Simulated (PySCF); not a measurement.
Input for PySCF: R-B3LYP/6-31G* on CH6N2Si (a complex).

```python
from pyscf import gto, scf, dft, mp
from pyscf.data.elements import chemcore

mol = gto.M(
    atom='''
    N     1.20011498   -0.04338340    0.93901748
    N     0.82041372    0.05478646   -0.07873401
    C     0.86254922   -0.20799046    4.69388083
    Si   -0.80826403    0.11003255    3.90468832
    H     1.64090468   -0.28096149    3.93310585
    H     0.85256855   -1.14032524    5.26140621
    H     1.12912042    0.60025416    5.37734154
    H    -0.79315160    1.37732419    3.13397326
    H    -1.86567085    0.20998596    4.94063946
    H    -1.17018300   -0.99013059    2.97790949
    ''',
    basis='6-31g*',
    cart=True,
    charge=0, spin=0, verbose=3, max_memory=1800)
mf = dft.RKS(mol, xc='b3lyp')
mf.conv_tol = 1e-8
mf.max_cycle = 100
mf.kernel()
if not mf.converged:
    mf = mf.newton().run(mf.mo_coeff, mf.mo_occ)
```

Predict the final total energy.

-440.7348 hartree.
